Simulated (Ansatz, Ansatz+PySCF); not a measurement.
| atom | x (Å) | y (Å) | z (Å) |
| --- | --- | --- | --- |
| Co | 0.0000 | 0.0000 | 0.0000 |
| H | 0.0000 | 0.0000 | 1.5300 |

Basis set: def2-SVP (spherical functions). Charge 0, multiplicity 1.

Computed with Ansatz (development build ahead of 0.2.0); each method stands on the lowest determinant of its kind that the runs found.

The atomization energy at this shape (free ground-state atoms in the same class of orbitals less the molecule, no zero-point energy) of singlet CoH:

| method | atomization energy |
| --- | --- |
| PBE0 (unrestricted) | 30.03 kcal/mol |

Question: What does UHF give?

Answer: -24.27 kcal/mol. Caution: another spin multiplicity may lie lower; the unrestricted determinant is a mixture of spin states. Caution for UHF: the molecule lies well above its atoms at this level.
